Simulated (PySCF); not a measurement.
## r2SCAN on Pt (platinum, neutral)

Configuration: [Xe] 4f14 5d9 6p1, one real determinant (an excited configuration). Computed with PySCF 2.14 in aug-cc-pVTZ-PP with one added diffuse shell each of s, p, d, f, g type with ECP60MDF (7s7p6d4f3g, 113 functions), with scalar relativity through the core potential.

* Total energy: -119.2395 hartree
* One-electron energy: -207.4465 hartree
* Hartree (Coulomb) energy: 99.8544 hartree
* Exchange-correlation energy: -11.6475 hartree
* ⟨S²⟩: 2.0018
* ⟨L²⟩: 8.240
* Sum of ⟨r⟩: 28.20 bohr
* Sum of ⟨r²⟩: 62.53 bohr²
* Traceless quadrupole moment −½Σ⟨3z² − r²⟩ along its main axis: -9.06 e·bohr²
* Time after the integrals: roughly 6 core-seconds

```json
{"shell": "5s α", "electrons": "1", "mean orbital energy (hartree)": "-3.88403", "spread (hartree)": "0", "rms radius, mean of both spins (bohr)": "1.03"}
{"shell": "5s β", "electrons": "1", "mean orbital energy (hartree)": "-3.85509", "spread (hartree)": "0", "rms radius, mean of both spins (bohr)": "1.03"}
{"shell": "5p α", "electrons": "3", "mean orbital energy (hartree)": "-2.20778", "spread (hartree)": "0.03944", "rms radius, mean of both spins (bohr)": "1.19"}
{"shell": "5p β", "electrons": "3", "mean orbital energy (hartree)": "-2.17345", "spread (hartree)": "0.00468", "rms radius, mean of both spins (bohr)": "1.19"}
{"shell": "5d α", "electrons": "5", "mean orbital energy (hartree)": "-0.31313", "spread (hartree)": "0.05497", "rms radius, mean of both spins (bohr)": "1.84"}
{"shell": "5d β", "electrons": "4", "mean orbital energy (hartree)": "-0.28551", "spread (hartree)": "0.01230", "rms radius, mean of both spins (bohr)": "1.84"}
{"shell": "6p α", "electrons": "1", "mean orbital energy (hartree)": "-0.08776", "spread (hartree)": "0", "rms radius, mean of both spins (bohr)": "4.65"}
```

⟨L²⟩ = 8.24 against 12 for a pure F term, so this real determinant mixes terms. Energies and moments cover only the electrons outside the core potential. Spin-orbit coupling, absent here, splits the open shell strongly.
